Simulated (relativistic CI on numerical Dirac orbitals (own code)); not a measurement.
**Spin-allowed bands of a d2 ion in an octahedral site, by hand**

Problem. Take Δ = 21550 cm⁻¹ and B = 370 cm⁻¹ for a d2 ion in an octahedral site. Calculate the three spin-allowed bands.

Working.
1. The terms of highest spin are 3F (energy 0) and 3P (15B = 5550 cm⁻¹). Here the F term splits into A2 at +1.2Δ = 25860, T2 at +0.2Δ = 4310 and T1 at −0.6Δ = -12930 cm⁻¹.
2. The two T1 states mix through the element 0.4Δ: H = [[-12930, 8620], [8620, 5550]], with roots ½(H₁₁ + H₂₂) ∓ ½√[(H₂₂ − H₁₁)² + 4H₁₂²] = ½(-7380) ∓ ½(25273) = -16327 and 8947 cm⁻¹.
3. The ground term is 3T1 at -16327 cm⁻¹.
4. Bands: 3T2 20637 cm⁻¹ (485 nm), 3T1(P) 25273 cm⁻¹ (396 nm), 3A2 42187 cm⁻¹ (237 nm).

Check. Exact diagonalisation of the whole d2 shell with these parameters gives 3T2 20637, 3T1 25273, 3A2 42187 cm⁻¹. The match is exact, since without spin-orbit coupling no other term has this spin. The ratio of the second band to the first, 1.225, depends on Δ/B = 58.2 alone, which is how a Tanabe-Sugano diagram is read.
